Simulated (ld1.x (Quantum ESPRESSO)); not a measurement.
# Rh (Z = 45): one change to a TM potential, before and after

rhodium (Rh), norm-conserving Troullier–Martins (Kleinman–Bylander form), made with ld1.x (Quantum ESPRESSO) 7.5 (LDA (PZ), scalar-relativistic). Core [Ar] 3d10, reference 4s2 4p6 4d8 5s0 5p0 (charge +1). Waves: 4p (bound): rc 1.55 bohr; 4d (bound): rc 1.80 bohr; 4s (bound): rc 1.05 bohr. Local part: the s channel. Core correction: a·sin(br)/r model core, default radius (core density twice the valence density).

Change: wave 4d (bound): rc 1.80 bohr becomes 4d (bound): rc 1.20 bohr.

Cutoffs: the cutoffs (Ry, on a coarse ladder) from which the occupation-weighted sum of valence levels, in a spherical-Bessel basis at the reference potential, stays within 10 and 1 mRy of its value at 400 Ry; they do not see the model core or the augmentation charge, which bear on the density cutoff. Errors are all-electron minus pseudo energies relative to the spin-unpolarised reference configuration.

Problem. What does the change do?

Solution. The potential gets neither clearly harder nor softer (120 Ry and 230 Ry → 120 Ry and 230 Ry); of the 9 tests that both files solve, the error grows in 3 and shrinks in 1 by more than 15 % and 0.3 meV (median size 54.2 → 52.2 meV); neither file shows a bound ghost.

```tsv
quantity	base	changed
cutoff, loose	120 Ry	120 Ry
cutoff, tight	230 Ry	230 Ry
loose cutoff by channel (10 mRy a level)	p 30 Ry, d 45 Ry, s 110 Ry	p 30 Ry, d 50 Ry, s 110 Ry
bound ghosts	none	none
error for 4s2 4p6 4d8 5s1 5p0, meV [ΔE -7.79 eV]	+83	+83
error for 4s2 4p6 4d7 5s0 5p0, meV [ΔE 19.77 eV]	+1.0	+2.1
error for 4s2 4p6 4d6 5s0 5p0, meV [ΔE 52.50 eV]	+12	+15
error for 4s2 4p5 4d8 5s1 5p0, meV [ΔE 48.96 eV]	+86	+105
error for 4s2 4p6 4d5 5s0 5p0, meV [ΔE 99.65 eV]	+54	+52
error for 4s2 4p6 4d8.5 5s0.5 5p0, meV [ΔE -8.38 eV]	+37	+37
error for 4s2 4p6 4d7 5s2 5p0, meV [ΔE -5.41 eV]	+207	+207
error for 4s2 4p6 4d8 5s0 5p0 (spin-polarised), meV [ΔE -0.57 eV]	+21	+14
error for 4s2 4p6 4d8 5s1 5p0 (spin-polarised), meV [ΔE -8.67 eV]	+105	+99
```
